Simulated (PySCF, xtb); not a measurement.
Zn(Br)(SiH3) (BrH3SiZn), SMILES [SiH3][Zn][Br].

GFN2-xTB (xtb) at its own geometry gives an orbital gap of 4.48 eV and a dipole moment of 6.42 D.

Geometry optimised at PBE-D3(BJ)/def2-SVP. The structure was generated by enumeration; whether it is a known compound was not checked.

**Question.** What does B3LYP/def2-TZVPD run with PySCF give? (The exact figures need the calculation; the answer reports its results.)

**Answer.** gap 6.56 eV (levels -7.99 and -1.43 eV), dipole 2.02 D.
